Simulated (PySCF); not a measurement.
Correlation energy of Ni²⁺ (nickel, charge +2)

[Ar] 3d8, high-spin 3F determinant. Computed with PySCF 2.14 in aug-cc-pVTZ, with no relativity, point nucleus. Frozen: [Ar]; 8 electrons correlated.

| level | correlation energy (mhartree) |
| --- | --- |
| CCSD | -249.68 |
| (T) | -5.64 |
| CCSD(T) | -255.32 |

Diagnostics: T1 = 0.0066, D1 = 0.0097, largest double amplitude 0.019.

Is a single reference adequate?

Yes: T1 lies below 0.03 and no double amplitude reaches 0.07.
